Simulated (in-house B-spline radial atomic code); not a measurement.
Stripping bismuth of all its electrons. The total binding energy is the sum of the 83 successive ionisation energies. Configuration: [Xe] 4f14 5d10 6s2 (6p1/2)2 (6p3/2)1. Computed with an all-electron radial atomic-structure program (B-spline basis): Dirac-Hartree-Fock, average of the jj configuration, Fermi nucleus of rms radius 5.5211 fm.

Dirac-Coulomb total energy: -21565.7326 hartree. First-order corrections (hartree): Breit 25.26, self-energy 22.03, vacuum polarisation -4.527, recoil 0.0336.

Problem. What total binding energy follows, and how does it compare with the sum of NIST's ionisation energies?

Solution. 585669 eV from the corrected total, against 585861 ± 400 eV from NIST's table (measured, semi-empirical and theoretical entries, uncertainties added in quadrature). The difference, +192 eV, is within about twice the table's uncertainty, so it can't show the correlation energy.

Problem. What share of the binding belongs to the last two electrons?

Solution. 35 % by NIST's values (206385.2 eV).
